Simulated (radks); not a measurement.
Question: Numerical settings for neutral gold, [Xe] 4f14 5d10 6s1. All-electron calculation, Dirac Kohn-Sham, LDA (Slater exchange, Perdew-Wang correlation), spin-unpolarised, spherical densities, finite nucleus; Fermi nuclear charge, rms radius 5.4371 fm. Program: a radial shooting solver on a logarithmic mesh with Libxc functionals. The defaults (mesh step 0.008 in ln r, mesh end at 40 bohr or more with all orbitals vanishing there, Anderson mixing 0.5 over 9 steps, residual threshold near 1e-9 with the energy settled to 1e-9 hartree or 1e-11 of itself, here a cap of 90 iterations) give E = -19033.254 hartree and 6s1/2 at -6.093 eV in 16 iterations. Run on one thread of a shared host, so times are rough (Arm Neoverse V1): 0.19 s of CPU time, 0.19 s wall, 16 iterations on 2440 mesh points. One setting is changed at a time: mesh step in ln r 0.02; mesh step in ln r 0.05; mesh step in ln r 0.003; mesh end (bohr) 3; mesh end (bohr) 2; residual threshold 0.001; residual threshold 1e-13; mixing 0.01; linear mixing, mixing 0.8; linear mixing, mixing 0.5; mixing history 3; iteration cap 2. Which runs fail to converge, and which converge to a wrong energy?

Answer: Not converged within the cap: linear mixing, mixing 0.8; iteration cap 2. Settled on a wrong energy, with an occupied level pushed above zero by the early mesh end: mesh end (bohr) 3 (+1.67 hartree); mesh end (bohr) 2 (+13.6 hartree). Apart from these: no run marked as converged misses the energy by more than 1 mhartree.
